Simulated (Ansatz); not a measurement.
Diatomic BO, multiplicity 2 (the spin of the measured ground state).

Constants: fifth-degree fit in 1/R to seven points, most abundant isotopes. In def2 and cc sets the state is the lowest found near the PBE0 minimum, followed along R.

Correlated levels freeze the cores. CBS: X⁻³ extrapolation of the correlation energy, Hartree–Fock from the larger set.

Codes used: Ansatz (a first-principles code). Values without a source in brackets are computed.

Question: What bond length and harmonic frequency does PBE0/def2-TZVPP give, and what D_e (from each atom's lowest state at the same level)?

Answer: r_e = 1.201 Å, ω_e = 1934 cm⁻¹, D_e = 8.46 eV.

Question: What bond length and harmonic frequency does wB97X-V/def2-TZVPP give, and what D_e (from each atom's lowest state at the same level)?

Answer: r_e = 1.203 Å, ω_e = 1930 cm⁻¹, D_e = 8.29 eV.

Question: What bond length and harmonic frequency does CCSD(T)/CBS(aug-cc-pVTZ, aug-cc-pVQZ) give?

Answer: r_e = 1.207 Å, ω_e = 1894 cm⁻¹.

Measured for the ground state: r_e 1.2048 Å, ω_e 1885.3 cm-1, ω_e x_e 11.694 cm-1, B_e 1.7811 cm-1, α_e 0.016516 cm-1 [Irikura, J. Phys. Chem. Ref. Data 36, 389 (2007)].
